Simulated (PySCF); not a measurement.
PySCF job for BF, SMILES [B]F (connectivity only; charge and spin as stated), charge +1, multiplicity 2, TDA-B3LYP/def2-TZVPD. Geometry optimised at PBE0-D3(BJ)/def2-TZVPD.

```python
import numpy as np
from pyscf import gto, scf, dft, tdscf

mol = gto.M(
    atom='''
    B     0.00000000    0.00000000   -0.77940366
    F     0.00000000    0.00000000    0.43300203
    ''',
    basis='def2-TZVPD',
    charge=1,
    spin=1,
    max_memory=1600,
    verbose=4,
)
mf = dft.UKS(mol, xc='b3lyp').density_fit(auxbasis='def2-universal-jkfit')
mf.grids.level = 3
mf.conv_tol = 1e-9
mf.max_cycle = 100
mf.kernel()
fine, coarse = mf.grids, dft.Grids(mol).set(level=1).build(with_non0tab=True)
for _ in range(3):  # follow internal instabilities
    mf.grids = coarse
    mo, _, stable, _ = mf.stability(return_status=True, nroots=4)
    mf.grids = fine
    if stable:
        break
    mf.kernel(mf.make_rdm1(mo, mf.mo_occ))
mf.grids = dft.Grids(mol).set(level=1).build(with_non0tab=True)  # coarser grid for the response kernel
td = tdscf.TDA(mf)
td.nstates = 10
td.conv_tol = 1e-4
td.positive_eig_threshold = 1e-6
td.kernel(x0=td.get_init_guess(mf, 15))
td.analyze()
```

Log of the run:

```
PySCF version 2.14.0

[INPUT] verbose = 4
[INPUT] num. atoms = 2
[INPUT] num. electrons = 13
[INPUT] charge = 1
[INPUT] spin (= nelec alpha-beta = 2S) = 1
[INPUT] symmetry False subgroup None
[INPUT] Mole.unit = angstrom
[INPUT] Symbol           X                Y                Z      unit          X                Y                Z       unit  Magmom
[INPUT]  1 B      0.000000000000   0.000000000000  -0.779403660000 AA    0.000000000000   0.000000000000  -1.472859457884 Bohr   0.0
[INPUT]  2 F      0.000000000000   0.000000000000   0.433002030000 AA    0.000000000000   0.000000000000   0.818255248081 Bohr   0.0

nuclear repulsion = 19.6410943035083
number of shells = 27
number of NR pGTOs = 107
number of NR cGTOs = 77
basis = def2-TZVPD
ecp = {}


******** <class 'pyscf.df.df_jk.DFUKS'> ********
method = DFUKS
initial guess = minao
damping factor = 0
level_shift factor = 0
DIIS = <class 'pyscf.scf.diis.CDIIS'>
diis_start_cycle = 1
diis_space = 8
diis_damp = 0
SCF conv_tol = 1e-09
SCF conv_tol_grad = None
SCF max_cycles = 100
direct_scf = False
number electrons alpha = 7  beta = 6
XC library pyscf.dft.libxc version 7.1.2
    S. Lehtola, C. Steigemann, M. J. T. Oliveira, and M. A. L. Marques,  SoftwareX 7, 1–5 (2018)
XC functionals = b3lyp
    P. J. Stephens, F. J. Devlin, C. F. Chabalowski, and M. J. Frisch,  J. Phys. Chem. 98, 11623 (1994)
radial grids:
    Treutler-Ahlrichs [JCP 102, 346 (1995); DOI:10.1063/1.469408] (M4) radial grids

becke partition: Becke, JCP 88, 2547 (1988); DOI:10.1063/1.454033
pruning grids: <function nwchem_prune>
grids dens level: 3
symmetrized grids: False
atomic radii adjust function: <function treutler_atomic_radii_adjust>
small_rho_cutoff = 0
Set gradient conv threshold to 3.16228e-05
tot grids = 28312
******** <class 'pyscf.df.df.DF'> ********
auxbasis = def2-universal-jkfit
init E= -124.880351445482
  alpha nocc = 7  HOMO = -0.273043715877776  LUMO = -0.0513812636119931
  beta  nocc = 6  HOMO = -0.583163060434908  LUMO = -0.273043715877773

WARN: HOMO -0.273043715877776 >= LUMO -0.273043715877773

cycle= 1 E= -124.247542498154  delta_E= 0.633  |g|= 0.358  |ddm|= 0.884
  alpha nocc = 7  HOMO = -0.772638355862476  LUMO = -0.394354272314527
  beta  nocc = 6  HOMO = -0.795342329828958  LUMO = -0.598464127015085
  HOMO = -0.772638355862  LUMO = -0.598464127015  gap/eV = 4.73952
cycle= 2 E= -124.123561015296  delta_E= 0.124  |g|= 0.772  |ddm|= 0.594
  alpha nocc = 7  HOMO = -0.73174880712639  LUMO = -0.375506941882228
  beta  nocc = 6  HOMO = -0.894240783621138  LUMO = -0.549953796916537
  HOMO = -0.731748807126  LUMO = -0.549953796917  gap/eV = 4.94689
cycle= 3 E= -124.315723078605  delta_E= -0.192  |g|= 0.0483  |ddm|= 0.322
  alpha nocc = 7  HOMO = -0.707692240228607  LUMO = -0.345417630691732
  beta  nocc = 6  HOMO = -0.869468215279434  LUMO = -0.514454870284766
  HOMO = -0.707692240229  LUMO = -0.514454870285  gap/eV = 5.25826
cycle= 4 E= -124.31644379229  delta_E= -0.000721  |g|= 0.00853  |ddm|= 0.0456
  alpha nocc = 7  HOMO = -0.707993084277529  LUMO = -0.34317998964381
  beta  nocc = 6  HOMO = -0.867886728212774  LUMO = -0.510589445787666
  HOMO = -0.707993084278  LUMO = -0.510589445788  gap/eV = 5.37163
cycle= 5 E= -124.316476191747  delta_E= -3.24e-05  |g|= 0.00109  |ddm|= 0.00799
  alpha nocc = 7  HOMO = -0.708417543638081  LUMO = -0.343304190342004
  beta  nocc = 6  HOMO = -0.868150119676906  LUMO = -0.510607418667693
  HOMO = -0.708417543638  LUMO = -0.510607418668  gap/eV = 5.38269
cycle= 6 E= -124.31647717606  delta_E= -9.84e-07  |g|= 0.000342  |ddm|= 0.00127
  alpha nocc = 7  HOMO = -0.708417989622355  LUMO = -0.343267171570446
  beta  nocc = 6  HOMO = -0.868294997893203  LUMO = -0.510538718613518
  HOMO = -0.708417989622  LUMO = -0.510538718614  gap/eV = 5.38457
cycle= 7 E= -124.316477319589  delta_E= -1.44e-07  |g|= 0.000104  |ddm|= 0.00043
  alpha nocc = 7  HOMO = -0.70841879864787  LUMO = -0.343245520718879
  beta  nocc = 6  HOMO = -0.868299969059384  LUMO = -0.510525386968609
  HOMO = -0.708418798648  LUMO = -0.510525386969  gap/eV = 5.38495
cycle= 8 E= -124.316477333272  delta_E= -1.37e-08  |g|= 2.15e-05  |ddm|= 0.000164
  alpha nocc = 7  HOMO = -0.708418770507251  LUMO = -0.34324629909677
  beta  nocc = 6  HOMO = -0.868307610506829  LUMO = -0.510526688856402
  HOMO = -0.708418770507  LUMO = -0.510526688856  gap/eV = 5.38492
cycle= 9 E= -124.316477333453  delta_E= -1.82e-10  |g|= 1.65e-06  |ddm|= 1.27e-05
  alpha nocc = 7  HOMO = -0.708418190469668  LUMO = -0.343245819164054
  beta  nocc = 6  HOMO = -0.868308283797108  LUMO = -0.510525836405765
  HOMO = -0.70841819047  LUMO = -0.510525836406  gap/eV = 5.38493
Extra cycle  E= -124.316477333454  delta_E= -6.54e-13  |g|= 2.08e-06  |ddm|= 2.05e-06
converged SCF energy = -124.316477333454  <S^2> = 0.75211197  2S+1 = 2.0021109
tot grids = 10480
uhf_internal: lowest eigs of H = [0.46169915 0.46170257 0.59786831 0.59788102]
<class 'pyscf.df.df_jk.DFUKS'> wavefunction is stable in the internal stability analysis
tot grids = 10480
Overwritten attributes  positive_eig_threshold  of <class 'pyscf.tdscf.uks.TDA'>


******** <class 'pyscf.tdscf.uks.TDA'> for <class 'pyscf.df.df_jk.DFUKS'> ********
nstates = 10
deg_eia_thresh = 1.000e-03
wfnsym = None
conv_tol = 0.0001
eigh lindep = 1e-12
eigh level_shift = 0
eigh max_cycle = 100


Excitation energies (eV)
[ 6.50825224  6.50825225  7.96718062  7.96718062  9.94707378 10.36981887
 10.36982344 10.61017815 10.69753958 11.94846057]

** Excitation energies and oscillator strengths **
Excited State   1:      6.50825 eV    190.50 nm  f=0.0671
       7a ->    8a      0.86102
       7a ->    9a     -0.40089
       5b ->    7b     -0.18133
       6b ->    7b      0.23855
Excited State   2:      6.50825 eV    190.50 nm  f=0.0671
       7a ->    8a     -0.40089
       7a ->    9a     -0.86102
       5b ->    7b      0.23855
       6b ->    7b      0.18133
Excited State   3:      7.96718 eV    155.62 nm  f=0.0407
       7a ->    8a      0.27010
       7a ->    9a     -0.12577
       5b ->    7b      0.57596
       6b ->    7b     -0.75779
Excited State   4:      7.96718 eV    155.62 nm  f=0.0407
       7a ->    8a     -0.12577
       7a ->    9a     -0.27010
       5b ->    7b     -0.75779
       6b ->    7b     -0.57596
Excited State   5:      9.94707 eV    124.64 nm  f=0.0005
       5a ->    8a      0.31964
       5a ->    9a      0.22285
       6a ->    8a     -0.22285
       6a ->    9a      0.31964
       4b ->    7b      0.77988
       5b ->    9b     -0.17730
       6b ->    8b     -0.17730
Excited State   6:     10.36982 eV    119.56 nm  f=0.0000
       5a ->    9a     -0.68262
       6a ->    8a     -0.68262
       5b ->    8b      0.17320
       6b ->    9b      0.17320
Excited State   7:     10.36982 eV    119.56 nm  f=0.0000
       5a ->    8a     -0.68261
       6a ->    9a      0.68261
       5b ->    9b      0.17323
       6b ->    8b     -0.17323
Excited State   8:     10.61018 eV    116.85 nm  f=0.0084
       5a ->    8a      0.31923
       5a ->    9a      0.22257
       6a ->    8a     -0.22257
       6a ->    9a      0.31923
       4b ->    7b     -0.60258
       5b ->    8b     -0.18678
       5b ->    9b     -0.35218
       6b ->    8b     -0.35218
       6b ->    9b      0.18678
Excited State   9:     10.69754 eV    115.90 nm  f=0.0000
       5a ->    8a      0.40397
       5a ->    9a     -0.57942
       6a ->    8a      0.57942
       6a ->    9a      0.40397
Excited State  10:     11.94846 eV    103.77 nm  f=0.0000
       5a ->    8a     -0.17715
       6a ->    9a      0.17715
       5b ->    8b     -0.11026
       5b ->    9b     -0.67422
       6b ->    8b      0.67422
       6b ->    9b     -0.11026

** Transition electric dipole moments (AU) **
state          X           Y           Z        Dip. S.      Osc.
  1         0.4711     -0.4460     -0.0000      0.4208      0.0671
  2        -0.4460     -0.4711     -0.0000      0.4208      0.0671
  3         0.3316     -0.3140     -0.0000      0.2086      0.0407
  4        -0.3140     -0.3316      0.0000      0.2086      0.0407
  5         0.0000      0.0000      0.0453      0.0021      0.0005
  6         0.0000      0.0000     -0.0000      0.0000      0.0000
  7        -0.0000      0.0000     -0.0000      0.0000      0.0000
  8        -0.0000      0.0000     -0.1797      0.0323      0.0084
  9        -0.0000     -0.0000      0.0000      0.0000      0.0000
 10        -0.0000     -0.0000     -0.0000      0.0000      0.0000

** Transition velocity dipole moments (imaginary part, AU) **
state          X           Y           Z        Dip. S.      Osc.
  1         0.0649     -0.0614     -0.0000      0.0080      0.0223
  2        -0.0614     -0.0649     -0.0000      0.0080      0.0223
  3         0.0643     -0.0609     -0.0000      0.0078      0.0179
  4        -0.0609     -0.0643      0.0000      0.0078      0.0179
  5         0.0000     -0.0000      0.0374      0.0014      0.0025
  6        -0.0000     -0.0000     -0.0000      0.0000      0.0000
  7         0.0000     -0.0000     -0.0000      0.0000      0.0000
  8        -0.0000     -0.0000     -0.0210      0.0004      0.0008
  9         0.0000      0.0000     -0.0000      0.0000      0.0000
 10        -0.0000     -0.0000     -0.0000      0.0000      0.0000

** Transition magnetic dipole moments (imaginary part, AU) **
state          X           Y           Z
  1         0.6203      0.6552     -0.0000
  2         0.6552     -0.6203     -0.0000
  3         0.1331      0.1406      0.0000
  4         0.1406     -0.1331     -0.0000
  5         0.0000     -0.0000      0.0000
  6         0.0000     -0.0000     -0.0000
  7        -0.0000      0.0000      0.0000
  8         0.0000      0.0000      0.0000
  9        -0.0000      0.0000      0.0000
 10        -0.0000      0.0000     -0.0000
```

Self-consistency was reached.
